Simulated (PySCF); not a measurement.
A structure optimised at PBE-D3(BJ)/def2-SVP, used in a PySCF frequency run:

```xyz
7

Cl    -2.4161    -0.1473     1.4676
C     -1.5298     0.1517     0.0000
Cl    -2.4161    -0.1473    -1.4676
C     -0.2826     0.5807     0.0000
C      0.9651     0.9860     0.0000
Br     2.4558    -0.2099     0.0000
H      1.2752     2.0438     0.0000
```
Charge 0, spin multiplicity 1.

Q: Write its SMILES, formula and point group.

A: ClC(Cl)=C=CBr, C3HBrCl2, Cs

Q: What are its rotational constants (standard atomic weights)?

A: 2.8419, 0.52563, 0.46405 GHz
